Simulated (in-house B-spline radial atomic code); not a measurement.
Radial electron density of Cu2+, [Ne] 3s2 3p5 3d9 7f1. Method: Dirac-Hartree-Fock, average of configuration, Fermi nucleus of rms radius 3.8823 fm. Calculated with an all-electron radial atomic-structure program (B-spline basis).

Columns: r (bohr), 4πr²n(r) (electrons per bohr), bar.

```
 0.00238    1.179 #
 0.00305    1.843 ##
  0.0039    2.836 ###
   0.005    4.325 #####
 0.00641    6.478 #######
 0.00821    9.469 ##########
  0.0105    13.42 ###############
  0.0135    18.45 ####################
  0.0173    24.08 ###########################
  0.0221    29.56 #################################
  0.0283    33.79 #####################################
  0.0363    35.42 #######################################
  0.0465    33.83 #####################################
  0.0595    30.25 #################################
  0.0762     27.8 ###############################
  0.0977    29.69 #################################
   0.125    35.54 #######################################
    0.16    39.98 ############################################
   0.205    36.88 #########################################
   0.263    26.89 ##############################
   0.337    18.78 #####################
   0.432    18.62 ####################
   0.553    21.82 ########################
   0.708    20.48 #######################
   0.907    13.92 ###############
    1.16    6.969 ########
    1.49    2.589 ###
    1.91   0.7285 #
    2.44   0.1539 
    3.13  0.03583 
    4.01  0.02007 
    5.14 0.002936 
    6.58 0.009067 
    8.43   0.0263 
    10.8 2.019e-07 
    13.8  0.03791 
    17.7 0.002042 
    22.7  0.06208 
    29.1   0.0497 
    37.3 0.003709 
    47.7 2.846e-05 
    61.1 1.406e-08 
    78.3 2.361e-13
```

On this grid the curve has 6 maxima, near 0.0363, 0.16, 0.553, 8.43, 13.8, 22.7 bohr.

The 3p1/2 radial function P(r) = rR(r), positive near the nucleus, with its small component Q(r) (sign convention: Q ≈ (P' + κP/r)/2c):

```
r (bohr)          P          Q
 0.00186   0.001626   0.005799
 0.00305   0.003612   0.009188
   0.005   0.008326    0.01434
 0.00821    0.01962    0.02186
  0.0135    0.04622    0.03204
  0.0221     0.1048    0.04376
  0.0363     0.2234    0.05342
  0.0595     0.4189    0.05316
  0.0977     0.6281     0.0344
    0.16     0.5909  7.048e-05
   0.263   -0.03182   -0.02612
   0.432    -0.9805   -0.02127
   0.708     -1.219  -0.002989
    1.16    -0.6062   0.002559
    1.91    -0.1072  0.0007706
    3.13  -0.004429  3.811e-05
```
